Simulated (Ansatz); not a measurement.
Reaction (atomization): `C[NH][SnH2][O]C` → 2 C• + 9 H• + N• + O• + Sn•

Calculated with Ansatz (gas phase, PBE0-D4/def2-TZVP geometries, no zero-point term in ΔE). CCSD(T)/CBS adds triple-zeta CCSD(T) − MP2 to the extrapolated MP2 energy (def2 sets, frozen cores). This one scheme is used for every species, atoms too. Functionals use def2-TZVPP. B3LYP here is the variant with VWN-RPA as its local correlation; programs differ in this. Open shells (•) are unrestricted, without spin–orbit coupling. Spin–orbit coupling would lower the free atoms: a little for C, O; strongly for Sn. Elements past krypton have def2 core potentials. Bonds to Sn are less sure, by a few kJ/mol each and by 10 to 20 or more in all where they break to atoms, as the def2 sets lack core-valence functions. One conformer a species, not always the lowest.

`C[NH][SnH2][O]C`:

```xyz
14

C    -1.529   -0.005   -1.497
N    -0.213   -0.541   -1.206
Sn    1.223    0.620   -0.409
O     0.674    0.843    1.464
C     0.432   -0.297    2.249
H    -1.870    0.606   -0.658
H    -1.580    0.618   -2.401
H    -2.256   -0.816   -1.610
H     0.104   -1.190   -1.911
H     1.248    2.232   -0.963
H     2.686   -0.255   -0.509
H    -0.256   -1.003    1.766
H    -0.021    0.025    3.192
H     1.358   -0.838    2.491
```

Q: What is ΔE at CCSD(T)/CBS? (Best estimate.)

A: Ansatz gave: +1137.3 kcal/mol.

Q: What do these levels give: PBE-D4, B3LYP-D4, ωB97X-V, PBE, HF/def2-TZVPP, MP2/def2-TZVPP, SCS-MP2/def2-TZVPP, CCSD/def2-TZVPP, CCSD(T)/def2-TZVPP, SCS-MP2/def2-QZVPP, MP2/CBS(def2), CCSD/CBS(def2)? (Best estimate.)

A: The calculation gave: PBE-D4 1149.0, B3LYP-D4 1132.0, ωB97X-V 1137.6, PBE 1142.4, HF/def2-TZVPP 792.0, MP2/def2-TZVPP 1110.3, SCS-MP2/def2-TZVPP 1113.3, CCSD/def2-TZVPP 1087.8, CCSD(T)/def2-TZVPP 1104.7, SCS-MP2/def2-QZVPP 1135.5, MP2/CBS(def2) 1142.9, CCSD/CBS(def2) 1120.4 kcal/mol.

Largest T1 diagnostic among the species: 0.013.

In def2-TZVPP, CCSD(T) changes the Hartree–Fock value by +312.6 kcal/mol (the triples alone add +16.9 kcal/mol) and MP2 by +318.3 kcal/mol; breaking electron pairs costs correlation energy, which Hartree–Fock lacks. The D4 term adds +10.5 kcal/mol with B3LYP and +5.6 kcal/mol with PBE0; it sums over pairs of atoms, weighted by their polarisabilities, and B3LYP, whose exchange is more repulsive, gets the larger term.

For atomizations the MP2-based limit and the directly extrapolated one differ by several kJ/mol either way, and by 10 to 25 for some Ge, Se and Sn compounds, so smaller differences from it don't rank the levels.
